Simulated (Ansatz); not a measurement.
```xyz
24

C    -0.4983    0.9305    2.7380
C     0.5729    0.1936    2.9977
C     1.5773   -0.3168    2.0122
C     1.2459   -0.1184    0.5413
C     0.1603   -1.0563    0.0300
C    -0.2126   -0.8371   -1.4296
C    -0.9334    0.4747   -1.7032
C    -1.3374    0.6298   -3.1591
H    -0.7686    1.2273    1.7305
H    -1.1505    1.2678    3.5350
H     0.7780   -0.0664    4.0348
H     1.7440   -1.3843    2.2082
H     2.5376    0.1628    2.2426
H     0.9643    0.9257    0.3720
H     2.1539   -0.2818   -0.0497
H    -0.7364   -0.9619    0.6516
H     0.5092   -2.0872    0.1604
H     0.6915   -0.8891   -2.0503
H    -0.8534   -1.6620   -1.7624
H    -1.8238    0.5312   -1.0655
H    -0.2982    1.3182   -1.4136
H    -1.8564    1.5748   -3.3354
H    -2.0040   -0.1794   -3.4711
H    -0.4621    0.6043   -3.8144
```

The species carries charge 0 and has multiplicity 1.

(1) List the PBE0/def2-TZVPP orbital energies in eV (Ansatz). (An estimate is asked.)

Results:

(1) Ansatz gave: Occupied: -278.19, -278.13, -277.92, -277.89, -277.84, -277.81, -277.77, -277.70, -22.93, -22.15, -20.94, -19.72, -18.13, -16.97, -15.88, -14.99, -13.59, -12.96, -12.63, -12.19, -11.77, -11.35, -11.21, -10.70, -10.06, -9.81, -9.70, -9.28, -8.92, -8.84, -8.70, -7.27. Lowest empty: 0.45, 1.31, 1.50, 1.89, 2.09, 2.22, 2.70, 2.88.
